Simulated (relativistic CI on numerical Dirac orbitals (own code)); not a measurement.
## Gd20+: sensitivity of the levels to the model

Base calculation: Dirac-Coulomb-Breit CI, orbitals from a KLI potential per configuration, QED by a radiative potential, unscaled Slater integrals.

Configurations in the expansion (outside the closed core [Ar] 3d10): 4s²4p⁶4d⁸, 4s²4p⁵4d⁹, 4s²4p⁶4d⁷4f, 4s4p⁶4d⁹, 4s²4p⁵4d⁸4f, 4s²4p⁶4d⁷5s, 4s4p⁶4d⁸4f, 4s²4p⁶4d⁷5p, 4s²4p⁶4d⁶4f5s, 4s²4p⁶4d⁷5d, 4s²4p⁶4d⁶5s5p, 4s²4p⁵4d⁸5s, 4s²4p⁶4d⁷5f, 4s²4p⁶4d⁷6s, 4s²4p⁶4d⁷6p, 4s²4p⁶4d⁷6d, 4s²4p⁵4d⁸5d, 4s4p⁶4d⁷4f5s, 4s²4p⁶4d⁷6f, 4p⁶4d⁹4f, 4s²4p⁶4d⁷7p, 4s4p⁶4d⁸5p, 4s4p⁶4d⁷5s5p, 4s²4p⁶4d⁷7f, 4s²4p⁵4d⁸6s, 4p⁶4d¹⁰, 4p⁵4d¹⁰4f, 4s²4p⁶4d⁶5s², 4s²4p⁶4d⁵4f5s², 4s²4p⁵4d⁶4f5s², 4s4p⁶4d⁶4f5s². Double excitations out of closed p, d and f shells are left out; levels of such configurations are missing from the list, as are those of other unlisted configurations, and high levels can miss mixing partners. These lack a partner that the ground configuration has and come out too high: 4s²4p⁵4d⁸5s, 4s²4p⁵4d⁸5d, 4s²4p⁵4d⁸6s.

Variants: (1) P86 correlation estimate; (2) configuration mixing switched off; (3) QED terms removed. Shifts of the energy above 4s²4p⁶4d⁸ ³F4, in cm⁻¹, for the lowest level and the first level of each name with at least 55 % of one term (blank where a level changes its place among those of its configuration and J or its character, or is not in the variant):

```csv
Level,Base,Δ(1),Δ(2),Δ(3)
4s²4p⁶4d⁸ ³F4,0,0,0,0
4s²4p⁶4d⁸ ³F3,51299,-1,-484,-146
4s²4p⁶4d⁸ ³P0,66656,-1,-3292,-33
4s²4p⁶4d⁸ ³P1,86423,0,-1477,-146
4s²4p⁶4d⁸ ¹G4,90934,0,+459,-139
4s²4p⁶4d⁸ ¹S0,196709,-5,-7630,-255
4s²4p⁵4d⁹ ³F°4,1051198,+1088,+29758,+444
4s²4p⁵4d⁹ ³D°3,1058924,+1051,+93839,+333
4s²4p⁵4d⁹ ³P°1,1113801,+1061,+73642,+331
4s²4p⁵4d⁹ ³P°0,1132101,+1067,+71380,+244
4s²4p⁶4d⁷4f ⁵G°5,1141298,+890,-21150,-2
4s²4p⁶4d⁷4f ⁵G°6,1144479,+890,-21159,-34
4s²4p⁶4d⁷4f ⁵I°8,1175301,+889,-21492,-11
4s²4p⁶4d⁷4f ⁵F°5,1182823,+891,-20555,-55
4s²4p⁶4d⁷4f ⁵D°0,1193943,+892,-21059,-14
4s²4p⁶4d⁷4f ⁵D°1,1199602,+892,-21555,-61
4s²4p⁶4d⁷4f ⁵H°5,1202540,+890,-21121,-84
4s²4p⁶4d⁷4f ⁵I°7,1228780,+890,-21407,-134
```

At this charge energies of transitions that change n are usually good to better than 1 %, and those within a shell (Δn = 0) to a few per cent. Terms inside the open d or f shell come out 10 to 20 % too wide with unscaled integrals.

Ionisation energy from the two ground configurations alone: base 639.253 eV; P86 correlation estimate 641.196 eV. The NIST ASD value (theoretical) is 639 eV.

LS names give the leading component of a level, which can be under half, so a name can repeat, a term be missing and a line seem to break the LS rules.
